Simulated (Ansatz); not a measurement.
An input meant for Si₃Se₃⁻ (charge -1, doublet).

```yaml
crystal:
  periodic: [false, false, false]
  atoms:
    - {symbol: Si, position_ang: [1.412216, -1.130746, 1.005931]}
    - {symbol: Si, position_ang: [-1.277552, -1.140857, -1.928824]}
    - {symbol: Si, position_ang: [0.284138, 0.900351, 0.734209]}
    - {symbol: Se, position_ang: [0.558348, 2.716705, 1.888750]}
    - {symbol: Se, position_ang: [0.344874, -2.304837, -0.714261]}
    - {symbol: Se, position_ang: [-1.322024, 0.959383, -0.985805]}
basis:
  gaussian: {orbitals: pcseg-2}
total_charge: -1
magnetization: {spin_polarized: true, initial_magnetization: 2}
hamiltonian: {xc: {name: PBE}}
scf: {lower_state_search: full}
```

```sh
$ ansatz run in.yaml --threads 4 --pin off --events-out ev --progress --plain --max-ram 4787MiB
```

Shortened log:

```
Error: a molecule whose nuclei and cores have a total charge of 144 cannot have a net charge of -1 together with 2 unpaired electrons
```

In this input the number of unpaired electrons doesn't fit the electron count. The input was rejected before any iteration.
